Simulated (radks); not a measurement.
Species: Sm25+. Configuration: [Kr] 4d1. Method: Dirac Kohn-Sham, BLYP, spin-unpolarised, spherical densities, point nucleus; open shells are shared between the two j in proportion to 2j + 1; speed of light set to 1370.36 atomic units (10 times the physical value, a model run); computed with a radial shooting solver on a logarithmic mesh with Libxc functionals.

Unscreened Slater integrals over Kohn-Sham orbitals (eV). Large and small components are both included. Empty in this configuration: 5s1/2.

integral,value
"F0(4d5/2,4d5/2)",43.617
"F2(4d5/2,4d5/2)",22.399
"F4(4d5/2,4d5/2)",15.255
"F0(4d5/2,4d3/2)",43.619
"F2(4d5/2,4d3/2)",22.400
"G2(4d5/2,4d3/2)",22.399
"G4(4d5/2,4d3/2)",15.255
"F0(4d5/2,4p3/2)",43.526
"F2(4d5/2,4p3/2)",22.506
"G1(4d5/2,4p3/2)",27.958
"G3(4d5/2,4p3/2)",17.935
"F0(4d5/2,4p1/2)",43.534
"G3(4d5/2,4p1/2)",17.940
"F0(4d5/2,5s1/2)",29.471
"G2(4d5/2,5s1/2)",3.1430
"F0(4d3/2,4d3/2)",43.622
"F2(4d3/2,4d3/2)",22.401
"F0(4d3/2,4p3/2)",43.528
"F2(4d3/2,4p3/2)",22.507
"G1(4d3/2,4p3/2)",27.957
"G3(4d3/2,4p3/2)",17.935
"F0(4d3/2,4p1/2)",43.536
"G1(4d3/2,4p1/2)",27.968
"F0(4d3/2,5s1/2)",29.471
"G2(4d3/2,5s1/2)",3.1426
"F0(4p3/2,4p3/2)",43.539
"F2(4p3/2,4p3/2)",22.903
"F0(4p3/2,4p1/2)",43.546
"G2(4p3/2,4p1/2)",22.906
"F0(4p3/2,5s1/2)",29.461
"G1(4p3/2,5s1/2)",2.9351
"F0(4p1/2,4p1/2)",43.553
"F0(4p1/2,5s1/2)",29.463
"G1(4p1/2,5s1/2)",2.9353
"F0(5s1/2,5s1/2)",24.635
